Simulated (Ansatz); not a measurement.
Molecule: SiH₅, net charge -1, singlet state. 
Geometry from a B3LYP-D3(BJ)/def2-TZVP (Ansatz, an electronic-structure program) optimisation:
SMILES: [SiH5-]
```xyz
6

Si     0.0000     0.0000     0.0000
H     -0.0176    -0.0230     1.6156
H      0.0176     0.0230    -1.6156
H      1.5301     0.0063     0.0168
H     -0.7707     1.3219     0.0104
H     -0.7594    -1.3282    -0.0272
```
Charge -1, spin multiplicity 1.

Basis-set convergence of Hartree-Fock and CCSD correlation energies (hartree) with Ansatz. Cores are frozen in the correlated levels unless marked. No spin-orbit coupling. Non-relativistic. This anion needs diffuse functions, which these sets lack.

| basis | functions | E(HF) | E(corr, CCSD) |
|---|---|---|---|
| cc-pV(D+d)Z | 48 | -291.75394 | -0.18442 |
| cc-pV(T+d)Z | 109 | -291.77296 | -0.21952 |
| cc-pV(Q+d)Z | 214 | (withheld) | (withheld) |

**Question.** Fill in the missing entries.

**Answer.** 
- cc-pV(Q+d)Z, E(HF): -291.77787
- cc-pV(Q+d)Z, E(corr, CCSD): -0.22949
